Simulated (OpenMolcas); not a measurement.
Ag2+ with 6 ligands (fluoride) in octahedral coordination (Oh). A charge of +0.667 e stands 3.2 Å behind each ligand. Ligand basis ANO-RCC-VDZP.

```yaml
Program: OpenMolcas 26.06
Method: CASSCF
Basis: ANO-RCC-VTZP [7s6p4d2f1g]
Scalar_Hamiltonian: DKH2, point nucleus
Active_space: 9 electrons in 5 orbitals (4d)
State_averaging: 2S+1 = 2 even, 5 roots
Spin-orbit_coupling: RASSI with atomic mean-field integrals over the reference wave functions
```

All ligands move together. At R = 2.18 Å |10Dq| is 8788 cm-1, and at R = 2.41 Å it is 4737 cm-1.

A third run gives 7246 cm-1. What distance was it run at?

With a power law R^-n the two known points give n = -ln(4737 / 8788) / ln(2.41 / 2.18) = 6.16. Then R = 2.18 × (8788 / 7246)^(1/6.16) = 2.249 Å. The run was at 2.25 Å, so the estimate is off by -0.001 Å.

An orbital doublet at a regular site is open to a Jahn-Teller distortion, which this geometry leaves out. With metal d orbitals alone the field can be off either way by tens of per cent. Ligand-to-metal charge-transfer states are missing. No measured value stands beside these numbers; the geometry is a model, was not optimised and need not be the one that this ion takes.
